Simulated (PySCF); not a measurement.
BF3H3P.
Bonds: B1–P2, P2–F3, P2–F4, P2–F5. Hydrogens: H6, H7, H8 on B1.

Level: PBE0/pcSseg-1 and PBE0/def2-SVPD in PySCF, non-relativistic, on one gas-phase PBE0-D3(BJ)/def2-SVP geometry that isn't relaxed in the solvent. The solvent is an IEF-PCM continuum (van der Waals radii × 1.2). Only the electrostatic response of the medium enters.

Gas phase at PBE0/pcSseg-1: HOMO -9.86 eV, LUMO -0.13 eV, dipole 1.38 D.

Problem. What does the continuum do to the energy, the frontier levels and the dipole at PBE0/pcSseg-1 in dichloromethane and dimethylsulfoxide?

Solution. 
| solvent | ε | E(solvent) − E(gas) (kJ/mol) | polarisation term (kJ/mol) | distortion of the solute (kJ/mol) | HOMO (eV) | LUMO (eV) | dipole (D) |
| --- | --- | --- | --- | --- | --- | --- | --- |
| dichloromethane | 8.93 | -9.57 | -10.46 | 0.89 | -9.75 | 0.14 | 1.71 |
| dimethylsulfoxide | 46.83 | -11.39 | -12.64 | 1.25 | -9.74 | 0.17 | 1.77 |

The first energy column is the sum of the next two and covers electrostatics alone. From dichloromethane to dimethylsulfoxide the lowering changes by a factor 1.19, Onsager's factor (ε − 1)/(2ε + 1) by 1.15 and ε itself by 5.2.

Problem. Which radius a makes the point-dipole formula ΔE = −[(ε − 1)/(2ε + 1)]·μ²/a³ give the value in dimethylsulfoxide, with the gas-phase dipole?

Solution. μ = 0.544 au and |ΔE| = 0.00434 Eh give a = 1.70 Å; the farthest nucleus lies 2.03 Å from the centroid of the nuclei, so such a sphere wouldn't even hold the nuclei. The formula assumes a rigid point dipole at the centre of a sphere.

Problem. Which Hirshfeld charges (PBE0/pcSseg-1) respond most in dichloromethane (means over atoms taken as equivalent)?

Solution. 
| atoms | environment | gas (e) | solvent (e) | change |
| --- | --- | --- | --- | --- |
| P2 | phosphorus bonded to B and 3 F | +0.600 | +0.617 | +0.017 |
| B1 | four-coordinate boron | -0.143 | -0.149 | -0.006 |
| H6/H7/H8 | B–H hydrogen | -0.050 | -0.055 | -0.005 |
| F3/F4/F5 | phosphorus-bound fluorine | -0.102 | -0.101 | +0.001 |

Gas phase at PBE0/def2-SVPD: HOMO -9.87 eV, LUMO -0.26 eV, dipole 1.13 D.

Problem. What does the continuum do to the energy, the frontier levels and the dipole at PBE0/def2-SVPD in dichloromethane?

Solution. 
| solvent | ε | E(solvent) − E(gas) (kJ/mol) | polarisation term (kJ/mol) | distortion of the solute (kJ/mol) | HOMO (eV) | LUMO (eV) | dipole (D) |
| --- | --- | --- | --- | --- | --- | --- | --- |
| dichloromethane | 8.93 | -7.34 | -8.16 | 0.82 | -9.77 | -0.04 | 1.44 |

Problem. How does the static polarisability (PBE0/def2-SVPD, frozen core, with the continuum's full static response) change?

Solution. 
```tsv
medium	isotropic (au)	principal values (au)	⟨r²⟩ of the electrons (bohr²)
gas	43.6	40.2, 40.2, 50.3	443.1
dichloromethane	53.9	50.2, 50.2, 61.3	444.0
```

The isotropic value in dichloromethane is 1.24 times the gas-phase one; no cavity-field correction is applied. ⟨r²⟩ is taken about the centre of nuclear charge.

Time: 4.8 s wall; peak memory 0.51 GiB. Hardware: Arm Neoverse V1, one thread, shared host with 32 logical CPUs at a one-minute load of 8.7. This is the whole shielding run at PBE0/pcSseg-1 in dimethylsulfoxide, SCF included.
